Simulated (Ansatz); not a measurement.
Relaxation of Cl₃FH₂OZr (8 atoms, charge 0, multiplicity 1), to a largest force component of 0.03 eV/Å in at most 50 steps.

Method: RHF/def2-SVP (Ansatz).

```xyz
8
Properties=species:S:1:pos:R:3
Zr 0.230 0.070 -0.262
F 0.023 -0.024 1.670
Cl 2.554 0.027 -0.615
Cl -0.545 2.083 -1.199
Cl -0.635 -1.840 -1.338
O -2.669 -0.035 1.217
H -3.248 -0.783 1.230
H -2.077 -0.128 1.980
```

Task: Where does it end, and by what steps?

Result: It converged. After 8 steps the energy has fallen by 0.580 eV; H7 moved furthest, 0.70 Å. Joined: Zr1–O6 (3.26 → 2.36 Å).

| step | energy less start (eV) | largest force component (eV/Å) | accepted |
| --- | --- | --- | --- |
| 0 | 0.0000 | 1.223 | yes |
| 1 | -0.1078 | 1.954 | yes |
| 2 | -0.2977 | 2.323 | yes |
| 3 | -0.4802 | 1.448 | yes |
| 4 | -0.5356 | 1.310 | yes |
| 5 | -0.5636 | 0.892 | yes |
| 6 | -0.5784 | 0.092 | yes |
| 7 | -0.5798 | 0.046 | yes |
| 8 | -0.5801 | 0.029 | yes |

```xyz
8
Properties=species:S:1:pos:R:3
Zr -0.019 0.017 -0.015
F 0.282 0.055 1.870
Cl 2.253 -0.004 -0.696
Cl -0.807 2.045 -0.972
Cl -0.805 -1.943 -1.147
O -2.130 -0.177 1.019
H -2.936 -0.528 0.662
H -2.205 -0.093 1.962
```

Whether the end is a true minimum wasn't checked by a vibrational analysis.

The run took 25 s on 2 threads of Arm Neoverse V1, on a shared host, peak memory 0.31 GiB.
